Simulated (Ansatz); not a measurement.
Ansatz (a first-principles code) input (B3LYP-D3(BJ)/def2-TZVP):

Ansatz 0.2 input:
```yaml
crystal:
  periodic: [false, false, false]
  atoms:
    - {symbol: Si, position_ang: [0.13734642, -0.04812406, 0.41867158]}
    - {symbol: H, position_ang: [1.48620449, -0.38196673, -0.04569111]}
    - {symbol: Cl, position_ang: [-1.54767783, 0.36748862, -0.42527947]}
basis:
  gaussian:
    orbitals: def2-TZVP
hamiltonian:
  xc: b3lyp
  dispersion: d3bj
total_charge: 1
magnetization: {spin_polarized: true, initial_magnetization: 1}
relax: {f_tol: 0.002, max_steps: 150}
```

End of the output:

```
reference -20408.72211755 eV, -750.0067042913 hartree; 16, 15 occupied and 64, 65 virtual orbitals, 568 factors
relax step   3: F+E_penalty+E_count = -20408.82418755 eV  Δ(F+E_penalty+E_count) = -4.495e-3 eV  max|allowed force component| = 4.545e-2 eV/Å  Δτ_max = 0.0189 Å  (30 SCF iters, accepted)
these checks for a lower state are left out or cut short: starts, cluster_reference, orbital_swaps, neighbouring_geometries, increment
integrals: 0.02 GiB planned
568 factors; their error is unknown
mean field: 0.25 GiB planned
mean field evaluation 32: about -20408.7220 eV, gradient 1.5e-1 eV
mean field -20408.72208430 eV, -750.0067030692 hartree, gradient 1.9e-5 eV, S^2 0.754692; 0 other end points of the search recorded, 0 dependent functions left out
the calculation of the forces begins
reference -20408.72228120 eV, -750.0067103053 hartree; 16, 15 occupied and 64, 65 virtual orbitals, 568 factors
relax step   4: F+E_penalty+E_count = -20408.82431320 eV  Δ(F+E_penalty+E_count) = -1.256e-4 eV  max|allowed force component| = 5.270e-3 eV/Å  Δτ_max = 0.0040 Å  (28 SCF iters, accepted)
these checks for a lower state are left out or cut short: starts, cluster_reference, orbital_swaps, neighbouring_geometries, increment
integrals: 0.02 GiB planned
568 factors; their error is unknown
mean field: 0.25 GiB planned
mean field -20408.72208164 eV, -750.0067029714 hartree, gradient 1.7e-5 eV, S^2 0.754694; 0 other end points of the search recorded, 0 dependent functions left out
the calculation of the forces begins
reference -20408.72227855 eV, -750.0067102079 hartree; 16, 15 occupied and 64, 65 virtual orbitals, 568 factors
relax step   5: F+E_penalty+E_count = -20408.82431487 eV  Δ(F+E_penalty+E_count) = -1.673e-6 eV  max|allowed force component| = 1.747e-4 eV/Å  Δτ_max = 0.0004 Å  (22 SCF iters, accepted)
integrals: 0.02 GiB planned
568 factors; their error is unknown
mean field: 0.25 GiB planned
mean field -20408.72208164 eV, -750.0067029714 hartree, gradient 1.7e-5 eV, S^2 0.754694; 1 other end points of the search recorded, 0 dependent functions left out
the calculation of the forces begins
reference -20408.72227855 eV, -750.0067102079 hartree; 16, 15 occupied and 64, 65 virtual orbitals, 568 factors
Total energy: -20408.82451178 eV, -750.0104672099 hartree
Atom 0 at     0.132777    -0.046811     0.601908 Å, force     0.000175    -0.000043     0.000117 eV/Å
Atom 1 at     1.394115    -0.359322    -0.160333 Å, force    -0.000113     0.000028    -0.000012 eV/Å
Atom 2 at    -1.451019     0.343530    -0.493874 Å, force    -0.000062     0.000015    -0.000105 eV/Å
Dipole moment:     0.641918    -0.158278     0.373048 e Å
```
